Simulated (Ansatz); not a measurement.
1-butyl-3-methylimidazolium dicyanamide (C₁₀H₁₅N₅) was relaxed with r2SCAN-D4 (def2-SVP) in Ansatz in these states: charge -1 doublet, neutral singlet. The geometries follow in no particular order.

A:

```xyz
30

C    -3.9894   -1.3782   -0.7770
C    -2.5202   -1.4894   -0.3872
C    -2.1599   -0.6259    0.8192
C    -0.7063   -0.7347    1.2623
N     0.2347   -0.3012    0.2220
C     1.0505   -1.1025   -0.5506
C     1.8258   -0.2734   -1.3141
N     1.4517    1.0182   -1.0050
C     2.0926    2.2170   -1.5305
C     0.5002    0.9792   -0.0640
H    -4.6466   -1.6922    0.0502
H    -4.2249   -2.0080   -1.6484
H    -4.2554   -0.3396   -1.0339
H    -2.2703   -2.5439   -0.1641
H    -1.8871   -1.2036   -1.2476
H    -2.3999    0.4338    0.6124
H    -2.7841   -0.9086    1.6853
H    -0.4821   -0.1065    2.1422
H    -0.4410   -1.7751    1.5038
H     1.0318   -2.1861   -0.4691
H     2.6455   -0.4809   -1.9958
H     1.7037    3.0895   -0.9917
H     1.8759    2.3146   -2.6039
H     3.1751    2.1163   -1.3482
H     0.0743    1.8355    0.4535
N     4.4432    0.7765   -0.0461
C     3.9425    0.8456    1.0225
N     3.4426    0.8911    2.2245
C     2.2020    1.1912    2.4566
N     1.0750    1.4415    2.7227
```

B:

```xyz
30

C     2.709   -2.923    1.964
C     1.989   -1.587    1.839
C     0.475   -1.729    1.712
C    -0.259   -0.398    1.564
N     0.200    0.349    0.414
C     0.185    1.743    0.348
C     0.018    2.115   -0.950
N    -0.122    0.970   -1.711
C    -0.311    0.913   -3.128
C     0.049   -0.179   -0.901
H     2.368   -3.487    2.851
H     3.801   -2.797    2.051
H     2.518   -3.557    1.082
H     2.223   -0.950    2.714
H     2.357   -1.039    0.955
H     0.243   -2.366    0.839
H     0.065   -2.257    2.594
H    -1.354   -0.563    1.482
H    -0.079    0.227    2.457
H     0.289    2.355    1.242
H    -0.058    3.102   -1.401
H    -1.088    0.166   -3.373
H     0.618    0.621   -3.664
H    -0.667    1.891   -3.485
H    -0.739   -0.951   -1.010
N    -2.316    3.613   -2.816
C    -2.905    2.957   -2.025
N    -3.649    2.323   -1.168
C    -3.349    1.218   -0.547
N    -3.210    0.219    0.070
```

**Question.** Judge from the bond lengths which geometry belongs to which state (an estimate).

**Answer.** A is the neutral singlet (N5–C10 1.339 Å, N8–C10 1.339 Å, N8–C9 1.457 Å); B is the charge -1 doublet (N5–C10 1.425 Å, N8–C10 1.416 Å, N8–C9 1.431 Å).

At r2SCAN-D4/def2-SVP the highest occupied level of the relaxed charge -1 doublet lies above zero (up to 1.37 eV). By energy differences its removal costs 0.25 eV (each at its own geometry, to the charge 0 singlet, at PBE0-D4/def2-SVP).
